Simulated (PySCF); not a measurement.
From one molecule to another.

First species: C₄H₇ClSi.
SMILES: `ClC1=CC[SiH2]C1`

Second species: C₅H₆ClF.
InChI=1S/C5H6ClF/c6-3-4(7)5(3)1-2-5/h3-4H,1-2H2/t3-,4-/m1/s1

Levels: PBE0/def2-SVPD for HOMO energy, LUMO energy, HOMO–LUMO gap and static isotropic polarisability; TDDFT PBE0/def2-SVPD for lowest singlet excitation; TDA PBE0/def2-SVPD for lowest triplet excitation (Tamm–Dancoff). Geometries: GFN2-xTB. All species are isolated and taken at one optimised geometry, non-relativistic unless stated; the electronic structure was computed with PySCF and density fitting.

Values for the first species:

* HOMO energy: -7.03 eV
* LUMO energy: 0.15 eV
* HOMO–LUMO gap: 7.18 eV
* Lowest singlet excitation: 6.12 eV
* Lowest triplet excitation (Tamm–Dancoff): 4.19 eV
* Static isotropic polarisability: 85.2 au

Question: Estimate the same properties for the second species, and the change in each.

Answer: 
```tsv
property	first	second	second less first
HOMO energy	-7.03 eV	-7.89 eV	-0.86 eV
LUMO energy	0.15 eV	0.19 eV	+0.04 eV
HOMO–LUMO gap	7.18 eV	8.08 eV	+0.90 eV
lowest singlet excitation	6.12 eV	6.57 eV	+0.45 eV
lowest triplet excitation (Tamm–Dancoff)	4.19 eV	5.97 eV	+1.78 eV
static isotropic polarisability	85.2 au	70.3 au	-14.9 au
```

On the first: S1 lies 1.06 eV below the HOMO–LUMO gap; its leading configuration is HOMO→LUMO+1, weight 0.88. The 6 singlets span 6.12 to 7.36 eV, and their oscillator strengths add up to 0.21.

On the second: The polarisability is 10.42 Å³ as a volume (1 au = 0.148185 Å³), or 1.13 au for each of the 62 electrons. In wavenumbers S1 is 53000 cm⁻¹ (1 eV = 8065.54 cm⁻¹).
